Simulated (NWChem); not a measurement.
All runs are NWChem calculations. System: CF2, charge 0, spin multiplicity 1, at a geometry optimised with B3LYP/def2-SVP. The structure started from a generated list of species. Level: MP2/def2-TZVPD, 3 core orbitals frozen.

Input file:

```
start mol
memory heap 200 mb stack 900 mb global 1100 mb
geometry units angstroms nocenter noautoz
  F      1.029081     0.000000    -0.198010
  C      0.000000     0.000000     0.594031
  F     -1.029081     0.000000    -0.198010
  symmetry group C2v
end
basis spherical
  * library def2-tzvpd
end
scf
  rhf
  nopen 0
  maxiter 100
  thresh 1e-7
  semidirect memsize 60000000 filesize 0
end
mp2
  freeze core 3
end
task mp2 energy
```

Part of the output:

```
             Northwest Computational Chemistry Package (NWChem) 7.3.0
             --------------------------------------------------------

                                NWChem Input Module
                                -------------------

 Scaling coordinates for geometry "geometry" by  1.889725989
 (inverse scale =  0.529177249)

 Turning off AUTOSYM since
 SYMMETRY directive was detected!

                             Geometry "geometry" -> ""
                             -------------------------

 Output coordinates in angstroms (scale by  1.889725989 to convert to a.u.)

  No.       Tag          Charge          X              Y              Z
 ---- ---------------- ---------- -------------- -------------- --------------
    1 F                    9.0000     1.02908100     0.00000000    -0.19801000
    2 C                    6.0000     0.00000000     0.00000000     0.59403100
    3 F                    9.0000    -1.02908100     0.00000000    -0.19801000

 Effective nuclear repulsion energy (a.u.)      64.8361796702

            Nuclear Dipole moment (a.u.)
            ----------------------------
        X                 Y               Z
 ---------------- ---------------- ----------------
     0.0000000000     0.0000000000     0.0000113384

      Symmetry information
      --------------------

 Group name             C2v
 Group number             16
 Group order               4
 No. of unique centers     2

      Symmetry unique atoms

     1    2


 Summary of "ao basis" -> "" (spherical)
 ------------------------------------------------------------------------------
       Tag                 Description            Shells   Functions and Types
 ---------------- ------------------------------  ------  ---------------------
 *                         def2-tzvpd                 on all atoms

 Summary of "ao basis" -> "ao basis" (spherical)
 ------------------------------------------------------------------------------
       Tag                 Description            Shells   Functions and Types
 ---------------- ------------------------------  ------  ---------------------
 F                         def2-tzvpd               14       40   6s4p3d1f
 C                         def2-tzvpd               13       37   6s3p3d1f

                                 NWChem SCF Module
                                 -----------------

  ao basis        = "ao basis"
  functions       =   117
  atoms           =     3
  closed shells   =    12
  open shells     =     0
  charge          =   0.00
  wavefunction    = RHF
  use symmetry    = T
  symmetry adapt  = T

 Summary of "ao basis" -> "ao basis" (spherical)
 ------------------------------------------------------------------------------
       Tag                 Description            Shells   Functions and Types
 ---------------- ------------------------------  ------  ---------------------
 F                         def2-tzvpd               14       40   6s4p3d1f
 C                         def2-tzvpd               13       37   6s3p3d1f

      Symmetry analysis of basis
      --------------------------

        a1         44
        a2         17
        b1         35
        b2         21

 Forming initial guess at       0.1s

      Superposition of Atomic Density Guess
      -------------------------------------

 Sum of atomic energies:        -236.50785016

      Non-variational initial energy
      ------------------------------

 Total energy =    -237.070799
 1-e energy   =    -457.645235
 2-e energy   =     155.738257
 HOMO         =      -0.295600
 LUMO         =       0.000087

      Symmetry analysis of molecular orbitals - initial
      -------------------------------------------------

  Numbering of irreducible representations:

     1 a1          2 a2          3 b1          4 b2

  Orbital symmetries:

     1 a1          2 b1          3 a1          4 a1          5 b1
     6 a1          7 b1          8 a1          9 b2         10 a2
    11 b1         12 a1         13 b2         14 a1         15 b1
    16 a1         17 b2         18 b1         19 a1         20 a2
    21 a1         22 b1

 Starting SCF solution at       1.2s

 ----------------------------------------------
         Quadratically convergent ROHF

 Convergence threshold     :          1.000E-07
 Maximum no. of iterations :          100
 Final Fock-matrix accuracy:          1.000E-09
 ----------------------------------------------

              iter       energy          gnorm     gmax       time
             ----- ------------------- --------- --------- --------
                 1     -236.7027907326  1.13D+00  2.53D-01      1.3
                 2     -236.7626995510  2.79D-01  5.86D-02      1.5
                 3     -236.7689493345  9.38D-03  2.45D-03      1.9
                 4     -236.7689573401  6.93D-05  2.08D-05      2.3
                 5     -236.7689573406  5.03D-09  1.20D-09      3.0

       Final RHF  results
       ------------------

         Total SCF energy =   -236.768957340556
      One-electron energy =   -457.425647488409
      Two-electron energy =    155.820510477633
 Nuclear repulsion energy =     64.836179670221

        Time for solution =      1.8s

       Symmetry analysis of molecular orbitals - final
       -----------------------------------------------

  Numbering of irreducible representations:

     1 a1          2 a2          3 b1          4 b2

  Orbital symmetries:

     1 b1          2 a1          3 a1          4 a1          5 b1
     6 a1          7 b1          8 a1          9 b2         10 a2
    11 b1         12 a1         13 a1         14 b2         15 b1
    16 a1         17 b2         18 b1         19 a1         20 a2
    21 a1         22 b1

             Final eigenvalues
             -----------------

              1
    1  -26.3792
    2  -26.3791
    3  -11.4597
    4   -1.7531
    5   -1.6704
    6   -0.9656
    7   -0.8295
    8   -0.8029
    9   -0.7824
   10   -0.7031
   11   -0.6894
   12   -0.4780
   13    0.0737
   14    0.0783
   15    0.1046
   16    0.1220
   17    0.1327
   18    0.1676
   19    0.1686
   20    0.1751
   21    0.2395
   22    0.2775

                       ROHF Final Molecular Orbital Analysis
                       -------------------------------------

 Vector   10  Occ=2.000000D+00  E=-7.030532D-01  Symmetry=a2
              MO Center=  9.8D-15,  5.4D-16, -1.8D-01, r^2= 1.5D+00
   Bfn.  Coefficient  Atom+Function         Bfn.  Coefficient  Atom+Function
  ----- ------------  ---------------      ----- ------------  ---------------
     8      0.353100  1 F  py                85     -0.353100  3 F  py
    11      0.312310  1 F  py                88     -0.312310  3 F  py
    14      0.181076  1 F  py                91     -0.181076  3 F  py

 Vector   11  Occ=2.000000D+00  E=-6.894373D-01  Symmetry=b1
              MO Center=  9.0D-15,  3.7D-16, -1.6D-01, r^2= 1.5D+00
   Bfn.  Coefficient  Atom+Function         Bfn.  Coefficient  Atom+Function
  ----- ------------  ---------------      ----- ------------  ---------------
     7      0.310564  1 F  px                84      0.310564  3 F  px
    10      0.274170  1 F  px                87      0.274170  3 F  px
     9      0.198293  1 F  pz                86     -0.198293  3 F  pz
    12      0.171953  1 F  pz                89     -0.171953  3 F  pz
    13      0.159549  1 F  px                90      0.159549  3 F  px

 Vector   12  Occ=2.000000D+00  E=-4.779858D-01  Symmetry=a1
              MO Center=  5.2D-15,  5.8D-17,  7.9D-01, r^2= 1.2D+00
   Bfn.  Coefficient  Atom+Function         Bfn.  Coefficient  Atom+Function
  ----- ------------  ---------------      ----- ------------  ---------------
    44      0.418112  2 C  s                 49      0.317966  2 C  pz
    52      0.258944  2 C  pz                45      0.253063  2 C  s
    43      0.235903  2 C  s                  9     -0.184578  1 F  pz
    86     -0.184578  3 F  pz                12     -0.167650  1 F  pz
    89     -0.167650  3 F  pz

 Vector   13  Occ=0.000000D+00  E= 7.372055D-02  Symmetry=a1
              MO Center=  1.4D-15, -3.6D-17, -4.1D-01, r^2= 1.2D+01
   Bfn.  Coefficient  Atom+Function         Bfn.  Coefficient  Atom+Function
  ----- ------------  ---------------      ----- ------------  ---------------
    46      3.572248  2 C  s                  6     -3.143404  1 F  s
    83     -3.143404  3 F  s                 45      3.090412  2 C  s
    55     -1.474110  2 C  pz                16      0.745297  1 F  px
    93     -0.745297  3 F  px                18     -0.737586  1 F  pz
    95     -0.737586  3 F  pz                44      0.626332  2 C  s

 Vector   14  Occ=0.000000D+00  E= 7.827643D-02  Symmetry=b2
              MO Center= -2.8D-15,  3.1D-16,  6.5D-01, r^2= 2.9D+00
   Bfn.  Coefficient  Atom+Function         Bfn.  Coefficient  Atom+Function
  ----- ------------  ---------------      ----- ------------  ---------------
    51      0.330329  2 C  py                48      0.321222  2 C  py
    17      0.295393  1 F  py                94      0.295393  3 F  py
    67      0.232674  2 C  d -1               8     -0.158260  1 F  py
    85     -0.158260  3 F  py                14     -0.152459  1 F  py
    91     -0.152459  3 F  py

 Vector   15  Occ=0.000000D+00  E= 1.045662D-01  Symmetry=b1
              MO Center=  1.2D-14,  2.0D-29, -5.2D-01, r^2= 1.3D+01
   Bfn.  Coefficient  Atom+Function         Bfn.  Coefficient  Atom+Function
  ----- ------------  ---------------      ----- ------------  ---------------
     6      3.347716  1 F  s                 83     -3.347716  3 F  s
    16     -1.683669  1 F  px                93     -1.683669  3 F  px
    53     -1.389824  2 C  px                18      0.408552  1 F  pz
    95     -0.408552  3 F  pz                50     -0.405978  2 C  px
    13     -0.395365  1 F  px                90     -0.395365  3 F  px

 center of mass
 --------------
 x =   0.00000000 y =   0.00000000 z =  -0.01494394

 moments of inertia (a.u.)
 ------------------
          20.430502982950           0.000000000000           0.000000000000
           0.000000000000         164.126216824584           0.000000000000
           0.000000000000           0.000000000000         143.695713841634

  Mulliken analysis of the total density
  --------------------------------------

    Atom       Charge   Shell Charges
 -----------   ------   -------------------------------------------------------
    1 F    9     9.16   0.77  1.20  0.60  1.02  0.32 -0.01  2.24  2.26  0.74  0.01  0.00  0.02 -0.01  0.00
    2 C    6     5.69   0.86  1.12  0.63  0.85  0.29  0.03  0.87  0.77  0.07  0.05  0.13 -0.01  0.03
    3 F    9     9.16   0.77  1.20  0.60  1.02  0.32 -0.01  2.24  2.26  0.74  0.01  0.00  0.02 -0.01  0.00

       Multipole analysis of the density wrt the origin
       ------------------------------------------------

     L   x y z        total         open         nuclear
     -   - - -        -----         ----         -------
     0   0 0 0     -0.000000      0.000000     24.000000

     1   1 0 0     -0.000000      0.000000      0.000000
     1   0 1 0     -0.000000      0.000000      0.000000
     1   0 0 1     -0.134522      0.000000      0.000011

     2   2 0 0    -12.089994      0.000000     68.072123
     2   1 1 0     -0.000000      0.000000      0.000000
     2   1 0 1     -0.000000      0.000000      0.000000
     2   0 2 0    -10.465459      0.000000      0.000000
     2   0 1 1      0.000000      0.000000      0.000000
     2   0 0 2    -12.838872      0.000000     10.081044

                   NWChem MP2 Semi-direct Energy/Gradient Module
                   ---------------------------------------------

  Basis functions       =    117
  Molecular orbitals    =    117
  Frozen core           =      3
  Frozen virtuals       =      0
  Active alpha occupied =      9
  Active beta occupied  =      9
  Active alpha virtual  =    105
  Active beta virtual   =    105
  Use MO symmetry       = T
  Use skeleton AO sym   = T

  AO/Fock/Back tols     =   1.0D-09  1.0D-09  1.0D-09

 GA uses MA = F    GA memory limited = T

 Available:
  local mem=  1.26D+08
 global mem=  1.44D+08
 local disk=  0.00D+00
  mp2_memr nvloc                   105
  nvloc new                   105
   1 passes of   9:        5242880                      75156                  22042166.
   1 passes of   9: M    126152778           G      144151822           F     120909898.

 Semi-direct pass number   1 of   1  for RHF alpha+beta  at        3.2s
  vrange nnbf                  6853
  mp2_eaftype                    84  avail_ma_in_mb                  1099
 EAF : mp2_eaftype filesize          84   11021083.
  mp2_eaf for mointskh                     84
Node 0 wrote     51.8 Mb in      0.1 s     Agg I/O rate:   607.5 Mb/s
 Done moints_semi at        7.8s
  mp2_eaftype                    84  avail_ma_in_mb                  1015
 EAF : mp2_eaftype filesize          84   11021083.
  mp2_eaf for kh                    84
 Done maket at        8.2s
 Done multipass loop at        8.2s

          -------------------------------------------
          SCF energy                -236.768957340556
          Correlation energy          -0.633310400817
          Singlet pairs               -0.386332555709
          Triplet pairs               -0.246977845108
          Total MP2 energy          -237.402267741373
          -------------------------------------------

          ---------------------------------------------------
                    Spin Component Scaled (SCS) MP2
          Same spin pairs                     -0.164651896739
          Same spin scaling factor             0.333333333333
          Opposite spin pairs                 -0.468658504078
          Opposite spin scaling fact.          1.200000000000
          SCS-MP2 correlation energy          -0.617274170474
          Total SCS-MP2 energy              -237.386231511029
          ---------------------------------------------------

 -----------------------
 Performance information
 -----------------------

 Timer overhead =  1.36D-07 seconds/call

               Nr. of calls         CPU time (s)                 Wall time (s)                GFlops
             ---------------    -------------------     ------------------------------   -------------------
Name         Min   Avg   Max    Min     Avg     Max     Min     Avg     Max   Mx/calls   Min     Max     Sum
mp2: moin     1     1     1    4.6     4.6     4.6      4.6     4.6     4.6     4.6      0.0     0.0     0.0
mp2: make     1     1     1   0.37    0.37    0.37     0.37    0.37    0.37    0.37      0.0     0.0     0.0
mp2: tota     1     1     1    5.1     5.1     5.1      5.1     5.1     5.1     5.1      0.0     0.0     0.0

 The average no. of pstat calls per process was 3.00D+00
 with a timing overhead of 4.08D-07s

 Task  times  cpu:        8.2s     wall:        8.2s

 Total times  cpu:        8.2s     wall:        8.2s
```
